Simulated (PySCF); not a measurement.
**What builds the second ionisation energy along group 13**

Calculated with PySCF 2.14 from differences of total energies of unrestricted determinants, without spin-orbit coupling. Each column adds one step, in eV (sums use unrounded values): valence MP2, valence CCSD, valence triples, then the next inner shell at CCSD(T) (B 1s, Al 2s 2p, Ga 3s 3p 3d). References (NIST) marked * lie between the lowest fine-structure levels; the others compare directly ((s) semi-empirical, (t) theoretical).

| element | UHF | + MP2 | + CCSD | + (T) | + inner shell | sum | reference |
| --- | --- | --- | --- | --- | --- | --- | --- |
| B [He] 2s2 → [He] 2s1 (def2-QZVPPD, non-relativistic) | 23.443 | 1.023 | 0.628 | 0.000 | 0.003 | 25.097 | 25.155 |
| Al [Ne] 3s2 → [Ne] 3s1 (def2-QZVPPD, non-relativistic) | 17.521 | 0.800 | 0.298 | 0.000 | 0.139 | 18.757 | 18.829 |
| Ga [Ar] 3d10 4s2 → [Ar] 3d10 4s1 (def2-QZVPPD, non-relativistic) | 18.450 | 0.754 | 0.281 | 0.000 | 0.630 | 20.115 | 20.515 |

What remains against the references is mostly basis incompleteness.

These are valence bases, so the inner-shell step is incomplete.
